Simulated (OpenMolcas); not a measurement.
C4H12Ge (SMILES CC(C)C[GeH3]): methods side by side

C4H12Ge has 17 atoms, charge 0, and is taken as a singlet. As SMILES, `CC(C)C[GeH3]`. Geometry: relaxed at PBE0-D4/def2-TZVP. This is one conformer, not always the lowest.

```xyz
17

C    -1.0653    0.0170    1.1524
C     0.3405   -0.1223    0.5863
C     1.0254   -1.3591    1.1528
C     0.3399   -0.1647   -0.9407
Ge   -0.3578    1.4422   -1.8252
H    -1.5527    0.9373    0.8205
H    -1.0492    0.0267    2.2449
H    -1.6932   -0.8222    0.8358
H     0.9197    0.7559    0.9006
H     0.4795   -2.2649    0.8702
H     2.0471   -1.4557    0.7772
H     1.0692   -1.3239    2.2448
H     1.3593   -0.3106   -1.3113
H    -0.2434   -1.0234   -1.2918
H     0.0409    1.4372   -3.3126
H    -1.8929    1.5289   -1.7427
H     0.2329    2.7018   -1.1613
```

Quantity: the vertical energy of the triplet above the singlet, in eV. The values are calculated.

```json
{"level": "HF/6-31G* (spherical functions)", "kind": "Hartree–Fock", "program": "OpenMolcas", "value (eV)": "7.82"}
{"level": "SVWN5/6-31G* (spherical functions)", "kind": "LDA", "program": "OpenMolcas", "value (eV)": "7.19"}
{"level": "revPBE/6-31G* (spherical functions)", "kind": "GGA", "program": "OpenMolcas", "value (eV)": "7.23"}
{"level": "r2SCAN/6-31G* (spherical functions)", "kind": "meta-GGA", "program": "OpenMolcas", "value (eV)": "7.39"}
{"level": "B3LYP/6-31G* (spherical functions)", "kind": "global hybrid", "program": "OpenMolcas", "value (eV)": "7.50"}
{"level": "PBE0/6-31G* (spherical functions)", "kind": "global hybrid", "program": "OpenMolcas", "value (eV)": "7.54"}
```

All-electron rows without a relativistic Hamiltonian named are non-relativistic. The values span 7.19 to 7.82 eV. A triplet this far above the singlet is often a Rydberg-like or dissociative state; sets without diffuse functions put Rydberg states too high.
